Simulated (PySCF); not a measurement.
## Electron correlation in Pd+ (palladium, charge +1)

[Kr] 4d8 5s1, high-spin 4F determinant (an excited configuration). Computed with PySCF 2.14 in def2-QZVPPD with the def2 core potential (28 electrons), with a scalar-relativistic core potential. Frozen: 4s2 4p6; 9 electrons correlated.

```tsv
level	correlation energy (mhartree)
CCSD	-258.19
(T)	-8.71
CCSD(T)	-266.90
```

Diagnostics: T1 = 0.0094, D1 = 0.0378, largest double amplitude 0.014.

Task: Is a single reference adequate?

Result: Yes, within this model without spin-orbit coupling: T1 lies below 0.03 and no double amplitude reaches 0.07.
